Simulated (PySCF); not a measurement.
This script is equivalent to a calculation on C²⁺ (carbon, charge +2).

```python
from pyscf import gto, scf, dft, mp, cc
import basis_set_exchange as bse
mol = gto.M(atom="C 0 0 0", charge=2, spin=0, symmetry="D2h",
            basis=gto.basis.parse(bse.get_basis("cc-pVTZ-DK", elements=["C"], fmt="nwchem", header=False)),
            nucmod="G")
mf = scf.UHF(mol).sfx2c1e()
mf.irrep_nelec = {'Ag': (2, 2)}
mf.kernel()
```

(1) What total energy does it give?

(2) Which occupied shell lies highest, and where?

## Answers

(1) -36.42264 hartree (calculated).

(2) 2s, at -46.111 eV.
